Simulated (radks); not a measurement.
The nuclear charge of the bromine ion Br2+ is varied continuously with 33 electrons held in [Ar] 3d10 4s2 4p3. Method: Dirac Kohn-Sham, PBE, spin-unpolarised, spherical densities, finite nucleus; open shells fill j = l - 1/2 first; Fermi nuclear charge, rms radius 4.1629 fm; computed with a radial shooting solver on a logarithmic mesh with Libxc functionals. By the Hellmann-Feynman theorem dE/dZ = E(electron-nucleus)/Z, the electronic potential at the nucleus (averaged over a nucleus of fixed radius).

Z,E (hartree),E(electron-nucleus)/Z (hartree),HOMO,e(HOMO) (eV),<r> HOMO (bohr)
34,-2429.71075,-172.189,4p3/2,-15.192,2.136
34.25,-2472.97025,-173.887,4p3/2,-18.151,2.058
34.5,-2516.65434,-175.585,4p3/2,-21.264,1.987
34.75,-2560.76296,-177.283,4p3/2,-24.525,1.924
35,-2605.29610,-178.982,4p3/2,-27.931,1.865
35.25,-2650.25380,-180.680,4p3/2,-31.478,1.812
35.5,-2695.63614,-182.379,4p3/2,-35.163,1.762
35.75,-2741.44323,-184.078,4p3/2,-38.983,1.716
36,-2787.67523,-185.778,4p3/2,-42.936,1.673

The central difference of E at Z = 35 is -178.982 hartree, to compare with the third column; the second derivative is -6.79 hartree.
